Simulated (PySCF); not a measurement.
Input file for PySCF: R-B3LYP/6-31G* on GeH4 (SMILES [GeH4]) with ghost functions, monomers drawn apart or pushed together.

```python
from pyscf import gto, scf, dft, mp
from pyscf.data.elements import chemcore

mol = gto.M(
    atom='''
    Ge    0.10619029    0.02771487    0.00369920
    H    -0.24516692    1.45435130    0.44958240
    H    -1.00348359   -0.93383224    0.45258827
    H     1.43439169   -0.39354651    0.64888922
    H     0.23962156   -0.01694436   -1.52573326
    ghost-Ge   -0.08499679   -0.02220730    3.68703286
    ghost-H    0.32415105   -1.42559971    3.21752361
    ghost-H   -1.42678329    0.35756553    3.04420629
    ghost-H    0.98712597    0.99035998    3.25934798
    ghost-H   -0.22496772   -0.01009061    5.21648885
    ''',
    basis='6-31g*',
    cart=True,
    charge=0, spin=0, verbose=3, max_memory=1800)
mf = dft.RKS(mol, xc='b3lyp')
mf.conv_tol = 1e-8
mf.max_cycle = 100
mf.kernel()
if not mf.converged:
    mf = mf.newton().run(mf.mo_coeff, mf.mo_occ)
```

Output:

```
converged SCF energy = -2079.15342854492
```

The calculation finished and met its thresholds.

Cost: very roughly 2.3 core-seconds.
